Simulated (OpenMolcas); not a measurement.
Ni2+ among 6 point charges of -2 e arranged as a trigonal prism (D3h), 1.73 Å from the ion, with a polar angle of 42.2° against the regular 49.1°. The active orbitals were held to one l.

```yaml
Program: OpenMolcas 26.06
Method: CASSCF
Basis: ANO-RCC-VDZP [5s4p2d1f]
Scalar_Hamiltonian: DKH2, point nucleus
Active_space: 8 electrons in 5 orbitals (3d)
State_averaging: 2S+1 = 3 even, 10 roots; 2S+1 = 1 even, 15 roots
Spin-orbit_coupling: state interaction with AMFI integrals over the reference wave functions
```

Problem. What is the spin-free ground state (labels of D3, the rotations of D3h)?

Solution. 3A2, 1-fold in its orbital part, 91 % from free-ion F terms; it has the highest spin that d8 allows.

Problem. Where is the first state of the same spin?

Solution. 3E at 4190 cm-1 above the ground state.

Problem. What are the lowest two levels with spin-orbit coupling?

Solution. A 1-fold level A1, then a 2-fold level E 109.6 cm-1 above it. Their leading multiplicities are 3 (100 %) and 3 (100 %).

Problem. What is χT at 300 K, and how does it compare with the textbook value?

Solution. The lowest level has 2S+1 = 3, for which the spin-only value is χT = S(S+1) / 2 = 1.000 cm3 K/mol (g = 2). The computed 1.724 at 300 K differs by +0.724, through orbital momentum, spin-orbit coupling and any other state in reach.

Without dynamic correlation the repulsion within the d shell is too large (B by tens of per cent), so at a given field states of lower spin stand too high. Point charges carry no covalency, so the field is a model and not that of real ligands. An unlabelled pair can be two single states that coincide in this model. No measured value stands beside these numbers.
